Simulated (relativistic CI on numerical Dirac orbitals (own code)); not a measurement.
# Pr2+: calculation against measurement

Method of calculation: Dirac-Coulomb-Breit CI, separate exchange-only KLI orbitals for each configuration, QED by a radiative potential, valence Slater integrals scaled by 0.85, configuration energies shifted to the measured levels that pair with them (semi-empirical) (own radial code, finite nucleus).

Configurations in the expansion (outside the closed core [Xe]): 4f³, 4f²5d, 4f²6s, 4f5d², 4f²6p, 4f5d6s, 4f6s², 4f²6d, 4f²7s, 4f5d6p, 4f²5f, 4f²7p, 4f5d5f, 4f²5g, 4f6s6p, 4f²7d, 4f5f², 4f²6f, 4f5d5g, 4f²7f, 4f5g², 4f6p², 4f5f6s. Levels of other configurations are missing.

| Configuration | Term (tabulated) | J | Measured (cm⁻¹) | Computed | Error | Purity (%) |
| --- | --- | --- | --- | --- | --- | --- |
| 4f³ | 4I° | 9/2 | 0.0 | 0 | 0 | 96 |
| 4f³ | 4I° | 11/2 | 1398.3 | 1269 | -129 | 97 |
| 4f³ | 4I° | 13/2 | 2893.1 | 2644 | -249 | 98 |
| 4f³ | 4I° | 15/2 | 4453.8 | 4095 | -358 | 97 |
| 4f³ | 4F° | 3/2 | 9370.7 | 10596 | 1225 | 93 |
| 4f³ | 2H°2 | 9/2 | 10032.9 | 10339 | 306 | 77 |
| 4f³ | 4F° | 5/2 | 10138.2 | 11280 | 1142 | 96 |
| 4f³ | 4F° | 7/2 | 10859.1 | 11901 | 1042 | 88 |
| 4f³ | 4S° | 3/2 | 10950.2 | 11841 | 890 | 93 |
| 4f³ | 4F° | 9/2 | 11761.7 | 12614 | 853 | 79 |
| 4f³ | 2H°2 | 11/2 | 12494.6 | 12520 | 26 | 95 |
| 4f²5d | 2H | 9/2 | 12846.7 | 12847 | 0 | 57 |
| 4f²5d | 4K | 11/2 | 13352.1 | 12526 | -826 | 78 |
| 4f³ | 4G° | 5/2 | 14187.4 | 16098 | 1910 | 96 |
| 4f²5d | 4I | 9/2 | 14558.8 | 13997 | -562 | 56 |
| 4f²5d | 2H | 11/2 | 14860.0 | 14483 | -377 | 64 |
| 4f²5d | 4G | 5/2 | 15045.8 | 14806 | -240 | 89 |
| 4f³ | 4G° † | 7/2 | 15443.5 | 17062 | 1619 | 91 |
| 4f²5d | 4K | 13/2 | 15454.2 | 14478 | -976 | 95 |
| 4f²5d | 4I | 11/2 | 15525.5 | 14877 | -649 | 92 |
| 4f³ | 4G° † | 9/2 | 15705.1 | 18080 | 2375 | 87 |
| 4f³ | 2K° | 13/2 | 16089.1 | 16618 | 529 | 98 |
| 4f²5d | 4H | 7/2 | 16136.0 | 16323 | 187 | 92 |
| 4f²5d | 4G | 7/2 | 16516.2 | 15856 | -661 | 91 |
| 4f²5d | 4I | 13/2 | 17113.2 | 16488 | -625 | 97 |
| 4f³ | 4G° | 11/2 | 17409.6 | 19019 | 1609 | 94 |
| 4f²5d | 4K | 15/2 | 17534.8 | 16418 | -1117 | 100 |
| 4f²5d | 4H | 9/2 | 17627.0 | 17691 | 64 | 91 |
| 4f³ | 2K° | 15/2 | 17642.1 | 18085 | 443 | 96 |
| 4f²5d | 4G | 9/2 | 18063.4 | 17221 | -842 | 91 |
| 4f²5d | 2I | 11/2 | 18241.5 | 17224 | -1018 | 61 |
| 4f³ | 2P° | 1/2 | 18693.7 | 19699 | 1006 | 95 |
| 4f²5d | 4I | 15/2 | 18921.2 | 18220 | -702 | 98 |
| 4f²5d | 4H | 7/2 | 18990.1 | 19879 | 889 | 95 |
| 4f³ | 2D°1 | 5/2 | 19046.1 | 19906 | 860 | 95 |
| 4f²5d | 4H | 11/2 | 19308.9 | 19158 | -150 | 88 |
| 4f²5d | 2I | 13/2 | 19360.1 | 18195 | -1165 | 80 |
| 4f²5d | 4K | 17/2 | 19649.7 | 18386 | -1264 | 100 |
| 4f²5d | 4G | 11/2 | 19700.9 | 18843 | -857 | 77 |
| 4f²5d | 4F | 3/2 | 20160.4 | 21118 | 958 | 87 |
| 4f²5d | 4H | 9/2 | 20315.7 | 20940 | 624 | 68 |
| 4f²5d | 4F | 5/2 | 20848.4 | 21867 | 1019 | 68 |
| 4f²5d | 4P | 3/2 | 21148.4 | 21689 | 541 | 77 |
| 4f²5d | 4H | 13/2 | 21238.8 | 20818 | -421 | 88 |
| 4f²5d | 2G | 7/2 | 21294.9 | 21466 | 171 | 62 |
| 4f²5d | 4G | 5/2 | 21418.8 | 22471 | 1052 | 85 |
| 4f²5d | 4P | 5/2 | 21611.2 | 22051 | 440 | 61 |
| 4f²5d | 4H | 11/2 | 21755.8 | 22326 | 570 | 88 |
| 4f²5d | 4D | 3/2 | 23050.6 | 24148 | 1098 | 63 |
| 4f³ | 4D° | 3/2 | 23091.7 | 26006 | 2914 | 76 |
| 4f²5d | 4H | 13/2 | 23175.1 | 23671 | 496 | 82 |
| 4f³ | 4D° | 5/2 | 23246.0 | 26253 | 3007 | 74 |
| 4f³ | 4D° | 1/2 | 23465.4 | 26395 | 2930 | 93 |
| 4f²5d | 4D | 5/2 | 23751.6 | 24881 | 1130 | 88 |
| 4f²5d | 4G | 9/2 | 23844.6 | 24539 | 694 | 66 |
| 4f²5d | 4D | 1/2 | 23955.4 | 25141 | 1186 | 62 |
| 4f³ | 2I° | 11/2 | 24358.0 | 26065 | 1707 | 89 |
| 4f²5d | 4D | 7/2 | 24470.9 | 25548 | 1078 | 66 |
| 4f³ | 4D° | 7/2 | 24886.5 | 27807 | 2921 | 94 |
| 4f³ | 2I° | 13/2 | 25391.8 | 26880 | 1488 | 97 |
| 4f³ | 2L° | 17/2 | 26447.9 | 28346 | 1899 | 99 |
| 4f³ | 2H°1 | 9/2 | 26979.7 | 29570 | 2591 | 96 |
| 4f³ | 2D°2 | 5/2 | 27597.1 | 30298 | 2701 | 59 |
| 4f³ | 2H°1 | 11/2 | 28101.8 | 30404 | 2302 | 87 |
| 4f³ | 2F°2 | 7/2 | 31787.9 | 34503 | 2715 | 91 |
| 4f³ | 2F°1 | 7/2 | 53092.8 | 57473 | 4380 | 76 |

Measured levels from Martin, Zalubas and Hagan, Atomic Energy Levels: The Rare-Earth Elements, NSRDS-NBS 60 (1978); measured levels as listed in Maison, Palmeri and Quinet, J. Phys. B 58, 015001 (2025); pairs were made by configuration, J and term (by order where the table uses no LS term), so strongly mixed levels may be paired wrongly.

Mean error by configuration (cm⁻¹): 4f³ 1524; 4f²5d -7. Over the excited levels the mean absolute error is 1092 cm⁻¹ (65 of the 80 excited levels that our extract of the source holds in range could be paired, and the others can miss by more), and the median relative error of those above 1,000 cm⁻¹ is 4.9 %, both after the shifts were fitted to these levels, so that a configuration with one level shows no error. † marks terms whose computed intervals miss the measured ones by more than a factor of 2.5, or configurations far off the rest, from wrong mixing, a near crossing or a doubtful label or measurement; they are left out of the means.

Configurations whose levels could be paired with our table of measured levels were shifted onto them, all but the ground configuration, by the median error of their levels; single terms can still be off by 1,000 to 2,000 cm⁻¹ or more, and rates follow the energies as ν³ (E1, M1) or ν⁵ (E2). The others borrow a shift and can be off by several thousand cm⁻¹ or more. The fine structure of a lone outer electron comes out too small, for d and f at times inverted, and misplaced configurations move strength between like terms. 65 of the 80 excited levels that our extract of the measured tables holds in this range could be paired (the sources list more); they are missed by 1120 cm⁻¹ on average and 4380 at most, after the shifts were fitted to these levels, and levels without a partner can miss by more.

Shifts applied (cm⁻¹): 4f³ 0; 4f²5d 6112.
